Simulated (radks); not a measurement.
Excited configurations of Ga II: one electron is placed in a higher orbital outside [Ar] 3d10 4s1. The ground configuration is [Ar] 3d10 4s2. All-electron calculation, scalar-relativistic Kohn-Sham, LDA (Slater exchange, Perdew-Wang correlation), spin-polarised, spherical densities, point nucleus; open shells are filled with parallel spins first. Program: a radial shooting solver on a logarithmic mesh with Libxc functionals. Excitation = E - E(ground); binding = E(ion) - E, where the ion is the core of charge +2; n* = 2/sqrt(2 binding) in atomic units, and the quantum defect is n - n*.

outer orbital  excitation (eV)  binding (eV)     n*  quantum defect  eigenvalue (eV)  <r> (bohr)
5d                      17.308         3.862  3.754           1.246           -2.970       9.597
5f                      18.787         2.384  4.778           0.222           -1.837       14.72
6s                      16.856         4.314  3.552           2.448           -3.468       9.858
6f                      19.479         1.691  5.673           0.327           -1.342       22.32
7p                      18.855         2.316  4.848           2.152           -1.880       18.03

Estimate the row for 4d.

Answer. excitation (eV) 14.468; binding (eV) 6.702; n* 2.850; quantum defect 1.150; eigenvalue (eV) -4.722; <r> (bohr) 4.756. The Delta-SCF ionisation energy is 21.170 eV (NIST Atomic Spectra Database: 20.515 eV, measured). Self-interaction in the functional shifts the binding energies and quantum defects, so they are the method's values and not measured ones.
